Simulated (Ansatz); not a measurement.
The cluster AgCl₂⁻. The state is a singlet with charge -1. Geometry relaxed at PBE0-D4/def2-TZVPD.

Cartesian coordinates in Å:
```
Ag 0.0000 0.0000 0.0002
Cl 1.4692 -1.6837 -0.6812
Cl -1.4693 1.6837 0.6811
```

In the def2 sets Ag takes a core potential; there is no spin–orbit coupling. The structure comes from a short search, and lower isomers may exist.

Q: Estimate the harmonic wavenumbers at RKS PBE0-D4/def2-TZVPD (Ansatz, unscaled). Is this a minimum?

A: 86, 86, 256, 323 cm⁻¹. Yes, no mode is imaginary beyond noise. Zero-point energy 4.5 kJ/mol. Hardware: 4 threads of Arm Neoverse V1 on a shared host. Wall time 13 s.
